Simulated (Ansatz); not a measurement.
Input file for Ansatz (a program for electronic structure): U-CCSD(T)/cc-pVTZ on OH (SMILES [OH]).

Ansatz 0.2 input:
```yaml
crystal:
  periodic: [false, false, false]
  atoms:
    - {symbol: O, position_ang: [0.00000000, -0.00000000, 0.48836012]}
    - {symbol: H, position_ang: [-0.00000000, 0.00000000, -0.48836012]}
basis:
  gaussian:
    orbitals: cc-pVTZ
magnetization: {spin_polarized: true, initial_magnetization: 1}
correlation: {method: ccsd_t, electrons: outside_noble_gas}
scf: {omitted_lower_state_checks: [cluster_reference]}
```

Output:

```
WARN ansatz: RAYON_NUM_THREADS=4 ignored (pool sized by the plan → 4); use --threads N
Functional definition: HF
these checks for a lower state are left out or cut short: cluster_reference
integrals: 0.02 GiB planned
261 factors; integrals over basis functions are off by at most 8.8e-4 eV
mean field: 0.06 GiB planned
mean field evaluation 1: about -2051.7599 eV, gradient 1.2e1 eV
mean field evaluation 2: about -2051.7602 eV, gradient 1.2e1 eV
mean field evaluation 4: about -2052.2476 eV, gradient 1.3e0 eV
mean field evaluation 8: about -2052.2545 eV, gradient 6.0e-4 eV
mean field evaluation 16: about -2052.2545 eV, gradient 2.5e-5 eV
mean field -2052.25448761 eV, -75.4189613517 hartree, gradient 1.6e-6 eV, S^2 0.756142; 2 other end points of the search recorded, 0 dependent functions left out
1 core orbitals not correlated
reference -2052.25448761 eV, -75.4189613517 hartree; 4, 3 occupied and 39, 40 virtual orbitals, 261 factors
second order -5.43863025 eV of doubles, -0.00000000 eV of singles
coupled cluster: 0.10 GiB planned
cycle   1  -5.68670405 eV  change   -2.5e-1 eV  update   3.2e-2
cycle   2  -5.79919771 eV  change   -1.1e-1 eV  update   1.1e-2
cycle   3  -5.81251335 eV  change   -1.3e-2 eV  update   4.0e-3
cycle   4  -5.81200963 eV  change    5.0e-4 eV  update   1.5e-3
cycle   5  -5.81264257 eV  change   -6.3e-4 eV  update   6.4e-4
cycle   6  -5.81279742 eV  change   -1.5e-4 eV  update   2.2e-4
cycle   7  -5.81281763 eV  change   -2.0e-5 eV  update   7.2e-5
cycle   8  -5.81280073 eV  change    1.7e-5 eV  update   2.3e-5
cycle   9  -5.81280166 eV  change   -9.3e-7 eV  update   6.4e-6
perturbative correction -0.13924011 eV, -0.0051169798 hartree
Total energy: -2058.20652938 eV, -75.6376948523 hartree
Checks for a lower state left out: cluster_reference
```

The calculation finished and met its thresholds.

Cost: about 2.1 core-seconds (a rough figure).
